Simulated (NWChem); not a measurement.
Molecule: GeSiH$_{4}$Cl$_{2}$; SMILES [SiH3][GeH]([Cl])[Cl]

```xyz
8

Si     0.0038     2.1828    -0.3163
Ge     0.0000    -0.0708     0.4841
Cl    -1.7696    -1.0501    -0.3417
Cl     1.7656    -1.0566    -0.3419
H      0.0046     2.1153    -1.8146
H     -1.2280     2.8845     0.1812
H      1.2370     2.8811     0.1826
H     -0.0004    -0.3605     2.0089
```
Atoms are numbered in this order, from 1.

Results from NWChem. Pople sets run with spherical d functions. Structure relaxed at the PBE-D3(BJ)/def2-SVP level.

For level LRC-wPBEh/6-31G*:

highest occupied level (eV): -10.15
orbital gap (eV): 10.69
dipole (D): 3.04

Task: How do the values read with level TPSSh/6-31G* instead?

Result: The highest occupied level (eV) is -7.73, the orbital gap (eV) comes out as 6.20 and the dipole (D) is 2.90.
